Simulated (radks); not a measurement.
The numbers below are computed, except where a source is named.
Q: All-electron atom: Pd4+ in [Kr] 4d6. Code: a radial shooting solver on a logarithmic mesh with Libxc functionals. Model: non-relativistic Kohn-Sham, TASK exchange with Perdew-Wang LDA correlation, spin-polarised, spherical densities, point nucleus; open shells are filled with parallel spins first (spin-orbit coupling, left out, can overturn this in heavy ions); meta-GGA in the generalised Kohn-Sham scheme; relativity is left out, which matters for an element this heavy. Some entries of the table are withheld. Estimate them.

| orbital | occ. | eigenvalue (eV) | <r> (bohr) |
|---|---|---|---|
| 1s down | 1 | -23541.15 | 0.03314 |
| 1s up | 1 | -23541.13 | 0.03314 |
| 2s up | 1 | -3439.288 | 0.1440 |
| 2s down | 1 | -3437.947 | 0.1440 |
| 2p up | 3 | -3196.939 | 0.1231 |
| 2p down | 3 | -3195.957 | 0.1230 |
| 3s up | 1 | -672.4172 | 0.3918 |
| 3s down | 1 | -671.8647 | 0.3917 |
| 3p up | 3 | -575.3415 | 0.3841 |
| 3p down | 3 | -574.6583 | 0.3839 |
| 3d up | 5 | -395.9078 | 0.3571 |
| 3d down | 5 | -394.7409 | 0.3569 |
| 4s up | 1 | -142.1307 | (1) |
| 4s down | 1 | -137.5681 | (2) |
| 4p up | 3 | -111.1572 | (3) |
| 4p down | 3 | -106.3487 | (4) |
| 4d up | 5 | -60.1976 | (5) |
| 4d down | 1 | -54.8979 | (6) |

A: 
(1) 4s up <r> (bohr): 0.9671
(2) 4s down <r> (bohr): 0.9655
(3) 4p up <r> (bohr): 1.029
(4) 4p down <r> (bohr): 1.027
(5) 4d up <r> (bohr): 1.221
(6) 4d down <r> (bohr): 1.225
